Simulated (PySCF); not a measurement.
# Relaxation of doublet H2WN

Computed with UPBE0 in PySCF with W def2-TZVP with ECP60, N def2-TZVP, H def2-TZVP; scalar-relativistic core potentials, no spin–orbit coupling; density-fitted integrals. A (50,194) grid was used.

A start displaced from a saddle point along its imaginary mode, of Cs symmetry, held to at least that symmetry:

```xyz
4
charge 0 multiplicity 2, angstrom
W     0.0000    0.0018    0.1093
N     0.0000   -0.0067   -1.5436
H    -1.6652   -0.1200    0.7513
H     1.6652   -0.1200    0.7513
```

Optimiser trace:
```json
{"step": "0", "E − E(last) (kJ/mol)": "86.81", "largest gradient (Eh/bohr)": "0.01994"}
{"step": "1", "E − E(last) (kJ/mol)": "46.48", "largest gradient (Eh/bohr)": "0.03158"}
{"step": "2", "E − E(last) (kJ/mol)": "36.30", "largest gradient (Eh/bohr)": "0.04758"}
{"step": "3", "E − E(last) (kJ/mol)": "12.51", "largest gradient (Eh/bohr)": "0.01746"}
{"step": "4", "E − E(last) (kJ/mol)": "1.93", "largest gradient (Eh/bohr)": "0.00856"}
{"step": "5", "E − E(last) (kJ/mol)": "0.48", "largest gradient (Eh/bohr)": "0.01103"}
{"step": "6", "E − E(last) (kJ/mol)": "0.04", "largest gradient (Eh/bohr)": "0.00188"}
{"step": "7", "E − E(last) (kJ/mol)": "0.01", "largest gradient (Eh/bohr)": "0.00024"}
{"step": "8", "E − E(last) (kJ/mol)": "0.00", "largest gradient (Eh/bohr)": "0.00015"}
```

It ends at Cs with W–H 1.710 Å (×2), W–N 1.650 Å; H–W–H 113.6°, H–W–N 97.8° (×2) (after a last refinement on a finer grid). A frequency run shows a minimum.

Final geometry:
```xyz
4
charge 0 multiplicity 2, angstrom
W     0.0000    0.0515    0.1007
N     0.0000   -0.5632   -1.4306
H    -1.4310   -0.7032    0.6539
H     1.4310   -0.7032    0.6539
```

With open d or f shells other occupations or spin states may lie lower. No spin–orbit coupling is included, which matters more the heavier the element.
